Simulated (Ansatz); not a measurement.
Ansatz (a quantum-chemistry and plane-wave program) input:
A basis named .json is the Basis Set Exchange file of that set.

Ansatz 0.2 input:
```yaml
crystal:
  periodic: [false, false, false]
  atoms:
    - {symbol: Cl, position_ang: [-0.95420930, -1.52944422, -1.14156982]}
    - {symbol: Ge, position_ang: [0.00000000, -0.00000000, -0.00000000]}
    - {symbol: Cl, position_ang: [2.08709248, -0.41899485, 0.14623583]}
    - {symbol: Cl, position_ang: [-0.28153259, 1.88459450, -0.96017687]}
    - {symbol: Cl, position_ang: [-0.85135060, 0.06384457, 1.95551085]}
basis:
  gaussian:
    orbitals: def2-QZVPP.json
    fitting: {mean_field: def2-universal-jkfit, correlation: def2-QZVPP-RIFIT.json}
magnetization: {spin_polarized: false}
correlation: {method: mp2, electrons: outside_noble_gas}
```

**Question.** What final total energy does it print?

**Answer.** -3914.63860 Eh (RI-MP2/def2-QZVPP). The basis has 369 functions. The run takes roughly 22 core-seconds.
